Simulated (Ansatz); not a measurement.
CH5ClO2Si2 can be A, `Cl[SiH]1CO[SiH2]O1`, or B, `[SiH3]O[Si]1(Cl)CO1`.

Program: Ansatz. Geometries: PBE0-D4/def2-TZVP. ΔE: electronic, gas phase. CBS: MP2 limit from def2 TZ/QZ plus the TZ coupled-cluster correction, frozen cores. Functionals use def2-TZVPP. B3LYP here is the variant with VWN-RPA as its local correlation; programs differ in this. One conformer a species, not always the lowest.

(1) Which is lower in electronic energy at CCSD(T)/CBS, and by how much? (Estimate.)

(2) Give E(B) − E(A) in kcal/mol with r2SCAN-D4, HF/def2-TZVPP, ωB97M-V, CCSD/def2-TZVPP, B2PLYP, PBE-D4, B3LYP. (Best estimate.)

Largest T1 diagnostic: 0.012.

Answers

(1) Computed: A, by 33.3 kcal/mol.

(2) Computed: r2SCAN-D4 32.0, HF/def2-TZVPP 34.8, ωB97M-V 33.5, CCSD/def2-TZVPP 33.2, B2PLYP 32.0, PBE-D4 31.4, B3LYP 31.2. None reverses the order clearly.

In def2-TZVPP, CCSD(T) changes the Hartree–Fock value by −2.0 kcal/mol (the triples alone add −0.4 kcal/mol) and MP2 by −2.0 kcal/mol. From PBE to PBE0 (25 % exact exchange), in def2-TZVPP and without D4, E(B) − E(A) moves by +2.5 kcal/mol.
